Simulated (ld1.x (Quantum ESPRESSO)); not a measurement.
# revPBE ultrasoft dataset for copper, scalar-relativistic all-electron reference.

```json
{
 "Element": "Cu",
 "Generator": "ld1.x (Quantum ESPRESSO) 7.5",
 "Type": "ultrasoft",
 "Functional": "revPBE",
 "Relativity": "scalar-relativistic",
 "Frozen core": "[Ar]",
 "Valence charge": "11",
 "Reference configuration": "3d10 4s0 4p1",
 "Partial waves": "4s (bound, empty): rcut 2.10, rcutus 2.55 bohr; 4s channel at 2.55 Ry: rcut 2.10, rcutus 2.55 bohr; 4p (bound): rcut 2.50, rcutus 3.40 bohr; 4p channel at 2.25 Ry: rcut 2.50, rcutus 3.40 bohr; 3d (bound): rcut 1.10, rcutus 1.35 bohr; 3d channel at 3.25 Ry: rcut 1.10, rcutus 1.35 bohr",
 "Local potential": "all-electron potential smoothed inside 2.20 bohr (lloc = -1)",
 "Core correction": "Bessel-smoothed model core inside 0.85 bohr",
 "Augmentation charge": "built from norm-conserving waves at rcut, not smoothed further"
}
```

All-electron outer shells of the reference configuration (revPBE, scalar-relativistic, ld1.x):

| shell | level (eV) | outermost node (bohr) | outermost maximum (bohr) |
| --- | --- | --- | --- |
| 3s | -116.87 | 0.29 | 0.61 |
| 3p | -74.28 | 0.26 | 0.62 |
| 3d | -7.10 | – | 0.60 |
| 4s | -5.96 | 0.89 | 2.21 |
| 4p | -1.66 | 0.97 | 3.39 |

**Question.** Does the generator finish with these settings?

**Answer.** Yes, a potential is produced and its reference levels are reproduced.

**Question.** Is the overlap operator S = 1 + Σ q|β⟩⟨β| positive definite (Bessel basis up to 400 Ry)?

**Answer.** Yes: its lowest eigenvalue is 0.37 (d channel).

Its largest configuration-test error is -5.6 meV (3d10 4s0 4p0). Test run stopped at test 3 of 7 (negative rho).

A Bessel basis up to 400 Ry misses an occupied level by 0.45 Ry, so cutoffs and ghosts were not judged.
